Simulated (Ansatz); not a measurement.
CH5B2NO can be A, `BBC(=N)O`, or B, `BB(O)N=C`.

Calculated with Ansatz (gas phase, PBE0-D4/def2-TZVP geometries, no zero-point term in ΔE). CCSD(T)/CBS is the MP2 limit (def2-TZVPP, def2-QZVPP) plus CCSD(T) − MP2 in def2-TZVPP, frozen cores. DFT in def2-TZVPP. B3LYP here is the variant with VWN-RPA as its local correlation; programs differ in this. Each species was taken in one conformer, which may not be the lowest.

(1) Which isomer does CCSD(T)/CBS put lower? Give the gap. (Best estimate.)

(2) Give E(B) − E(A) in kJ/mol with PBE-D4, ωB97M-V, CCSD(T)/def2-SVP, CCSD(T)/def2-TZVPP, B3LYP-D4, BLYP-D4, MP2/def2-TZVPP. (An estimate is asked.)

(3) Does the order hold for the free energy at 298.15 K (harmonic terms from PBE0-D4)? (An estimate is asked.)

Largest T1 diagnostic: 0.015.

Answers

(1) The calculation gave: B, by 207.3 kJ/mol.

(2) The calculation gave: PBE-D4 -192.6, ωB97M-V -202.1, CCSD(T)/def2-SVP -218.7, CCSD(T)/def2-TZVPP -206.7, B3LYP-D4 -204.1, BLYP-D4 -200.5, MP2/def2-TZVPP -211.2. None reverses the order clearly.

(3) The calculation gave: Yes: G(B) − G(A) = -201.2 kJ/mol, for one conformer each. Modes under 60 cm⁻¹, often nearly free rotors, make the harmonic entropy too high.

Leaving LDA and LC-ωPBE aside and taking each functional with its dispersion term where it has one, the values, not all of them listed here, spread over 17.3 kJ/mol, from BHLYP-D4 to revPBE-D4. At CCSD(T), def2-SVP lies −11.4 kJ/mol from the extrapolated value and def2-TZVPP +0.6 kJ/mol.
